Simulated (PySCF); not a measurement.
ethyl(prop-1-ynyl)silane (C5H10Si), SMILES CC#C[SiH2]CC. Atoms are numbered in the order given.

```xyz
16

C      3.2855    -0.7135    -0.6257
C      2.0097    -0.1704    -0.1868
C      0.9327     0.2945     0.1897
Si    -0.6988     0.9511     0.7148
C     -2.0782     0.2330    -0.3720
C     -2.1569    -1.2986    -0.3501
H      3.8066    -0.0148    -1.3135
H      3.9606    -0.9023     0.2353
H      3.1516    -1.6755    -1.1635
H     -0.6873     2.4543     0.6153
H     -0.9317     0.5767     2.1564
H     -1.9124     0.6047    -1.4066
H     -3.0357     0.6871    -0.0337
H     -2.3570    -1.6823     0.6720
H     -2.9637    -1.6795    -1.0100
H     -1.2040    -1.7547    -0.6890
```

Geometry: PBE-D3(BJ)/def2-SVP. The values are those of a single conformer.

All values below come from PySCF with PBE-D3(BJ)/def2-SVP.

Frequencies are harmonic and unscaled.

A small imaginary wavenumber (i) marks a very flat motion, where grid noise or a shallow saddle decides the sign.

Q: Give all harmonic wavenumbers and intensities. (Estimate from the structure and the level; the computed values follow.)

A: 
```tsv
mode	ν (cm⁻¹)	IR (km/mol)	moving atoms (share of kinetic energy)
1	18i	0.0	H 98 %
2	55	0.6	C 64 %, H 28 %, Si 8 %
3	89	1.6	C 51 %, H 47 %
4	148	4.2	C 67 %, H 28 %
5	186	4.9	C 59 %, H 39 %
6	219	0.1	H 74 %, C 21 %
7	291	5.6	C 47 %, H 39 %, Si 14 %
8	369	1.5	C 77 %, H 23 %
9	400	1.2	C 79 %, H 19 %
10	502	19.9	C 43 %, Si 41 %, H 16 %
11	542	27.4	H 60 %, Si 24 %, C 15 %
12	635	5.9	C 41 %, H 41 %, Si 18 %
13	677	33.0	H 72 %, C 17 %, Si 10 %
14	729	13.2	H 83 %, C 14 %
15	818	254.8	H 84 %, Si 12 %
16	910	87.5	H 96 %
17	950	33.1	H 80 %, C 17 %
18	957	19.4	H 80 %, C 18 %
19	989	3.2	H 67 %, C 33 %
20	990	3.1	H 67 %, C 33 %
21	1032	8.5	C 69 %, H 31 %
22	1055	26.1	C 80 %, H 16 %
23	1204	5.1	H 68 %, C 32 %
24	1207	1.6	H 72 %, C 27 %
25	1336	3.1	H 75 %, C 25 %
26	1344	1.1	H 82 %, C 18 %
27	1379	4.7	H 91 %, C 9 %
28	1389	7.9	H 97 %
29	1389	8.6	H 97 %
30	1425	3.9	H 97 %
31	1426	5.4	H 97 %
32	2146	115.0	H 96 %
33	2152	128.5	H 96 %
34	2221	80.0	C 99 %
35	2959	20.0	H 97 %
36	2964	30.9	H 97 %
37	2970	12.8	H 95 %
38	3021	3.2	H 91 %, C 9 %
39	3044	2.2	H 91 %, C 9 %
40	3044	2.3	H 91 %, C 9 %
41	3047	21.0	H 91 %, C 9 %
42	3055	19.5	H 91 %, C 9 %
```
